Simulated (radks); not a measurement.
The numbers below are computed, except where a source is named.
Excited configurations of neutral samarium: one electron is placed in a higher orbital outside [Xe] 4f6 6s1. The ground configuration is [Xe] 4f6 6s2. Code: a radial shooting solver on a logarithmic mesh with Libxc functionals. Model: scalar-relativistic Kohn-Sham, r2SCAN, spin-polarised, spherical densities, finite nucleus; open shells are filled with parallel spins first (spin-orbit coupling, left out, can overturn this in heavy ions); meta-GGA in the generalised Kohn-Sham scheme; Fermi nuclear charge, rms radius 5.0819 fm. Excitation = E - E(ground); binding = E(ion) - E, where the ion is the core of charge +1; n* = 1/sqrt(2 binding) in atomic units, and the quantum defect is n - n*.

| outer orbital | excitation (eV) | binding (eV) | quantum defect | eigenvalue (eV) | <r> (bohr) |
|---|---|---|---|---|---|
| 5d | 1.041 | 4.191 | 3.198 | -1.332 | 3.549 |
| 6p | 1.426 | 3.806 | 4.109 | -2.087 | 5.491 |
| 6d | 3.812 | 1.420 | 2.905 | -0.691 | 11.84 |
| 7p | 3.648 | 1.584 | 4.069 | -0.962 | 12.99 |
| 7d | 4.374 | 0.858 | 3.018 | -0.500 | 22.36 |
| 7f | 4.795 | 0.437 | 1.420 | -0.271 | 44.99 |

The Delta-SCF ionisation energy is 5.232 eV (NIST Atomic Spectra Database: 5.644 eV, measured). Self-interaction in the functional shifts the binding energies and quantum defects, so they are the method's values and not measured ones. Open shells are spherical and high-spin; term and fine-structure splittings are not resolved. Spin-orbit splitting is averaged out at the scalar-relativistic level.
